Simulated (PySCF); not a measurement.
C$_{5}$H$_{6}$, SMILES `C#CCC=C`, neutral singlet in the gas phase. 

Cartesian coordinates (Å):
SMILES: C(CC#C)=C
```xyz
11

C      2.3914     0.9783    -0.6526
C      1.4924     0.2163    -0.4287
C      0.3858    -0.6903    -0.1373
C     -0.7300    -0.0192     0.6227
C     -1.9927     0.0079     0.2237
H      3.1897     1.6482    -0.8574
H      0.7712    -1.5318     0.4501
H     -0.0012    -1.1108    -1.0692
H     -0.4411     0.4613     1.5519
H     -2.3053    -0.4541    -0.7059
H     -2.7602     0.4942     0.8116
```
Charge 0, spin multiplicity 1.

All levels are single points at this geometry (B3LYP-D3(BJ)/def2-TZVP); Pople sets use spherical d functions. Orbital energies aren't observables, and empty levels follow the basis.

```
level                            HOMO (eV)  LUMO (eV)  gap (eV)  dipole (D)  vertical IE, Delta-SCF (eV)
-------------------------------  ---------  ---------  --------  ----------  ---------------------------
B3LYP-D3(BJ)/def2-TZVP in PySCF      -7.39      -0.18      7.20        0.59                            –
PBE-D3(BJ)/def2-TZVP in PySCF        -6.45      -0.99      5.46        0.61                            –
BP86/6-31G* in PySCF                 -6.15      -0.56      5.59        0.53                            –
M06-2X/6-31G* in PySCF               -8.56       1.55     10.11        0.49                            –
PBE/6-31G* in PySCF                  -6.05      -0.46      5.59        0.53                         9.09
HF/3-21G in PySCF                   -10.04       4.76     14.80        0.54                            –
```
